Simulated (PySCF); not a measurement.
PySCF 2.14 output of an unrestricted PBE0 calculation on a single atom or ion in aug-cc-pwCVTZ-PP with ECP28MDF, with scalar relativity through the core potential:

```
SCF conv_tol = 1e-09
number electrons alpha = 10  beta = 9
    C. Adamo and V. Barone.,  J. Chem. Phys. 110, 6158 (1999)
    M. Ernzerhof and G. E. Scuseria.,  J. Chem. Phys. 110, 5029 (1999)
cycle= 1 E= -146.663397873735  delta_E= -0.00335  |g|= 0.0734  |ddm|= 0.14
cycle= 2 E= -146.662706545585  delta_E= 0.000691  |g|= 0.096  |ddm|= 0.0751
cycle= 3 E= -146.66472415451  delta_E= -0.00202  |g|= 0.00263  |ddm|= 0.0388
cycle= 4 E= -146.664726212332  delta_E= -2.06e-06  |g|= 0.000198  |ddm|= 0.00221
cycle= 5 E= -146.664726238507  delta_E= -2.62e-08  |g|= 1.94e-05  |ddm|= 0.000704
cycle= 6 E= -146.664726239488  delta_E= -9.81e-10  |g|= 5.89e-06  |ddm|= 0.000127
converged SCF energy = -146.664726239488  <S^2> = 0.75001478  2S+1 = 2.0000148
```

The run itself started from symmetry-adapted Hartree-Fock orbitals and held the occupation by maximum overlap, on a logarithmic radial grid, so the iterations belong to that start.

Which element, charge and spin multiplicity is this?

Ag (silver, neutral), multiplicity 2; the state was [Kr] 4d10 5d1, 2D determinant (an excited configuration).

Energies and moments cover only the electrons outside the core potential. The outer electron is Rydberg-like, and this basis confines it to a smaller radius and binds it less than a complete one would.
